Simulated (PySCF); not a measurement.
Relaxation of doublet [RuS3]+

These are results of UPBE0 in PySCF with Ru def2-SVP with ECP28, S def2-SVP; scalar-relativistic core potentials, no spin–orbit coupling; density-fitted integrals, not measurements. A (50,194) grid was used.

A start displaced from a saddle point along its imaginary mode, of C3v symmetry, held to at least that symmetry:

```xyz
4
charge 1 multiplicity 2, angstrom
Ru    0.0000    0.0000   -0.2353
S     2.0556    0.0000    0.2500
S    -1.0278    1.7802    0.2500
S    -1.0278   -1.7802    0.2500
```

What does it relax to?

It ends at C3v with Ru–S 2.048 Å (×3); S–Ru–S 112.8° (×3). A frequency run shows a minimum.

How much energy is released, and in how many steps?

19.1 kJ/mol in 3 steps.

With open d or f shells other occupations or spin states may lie lower.
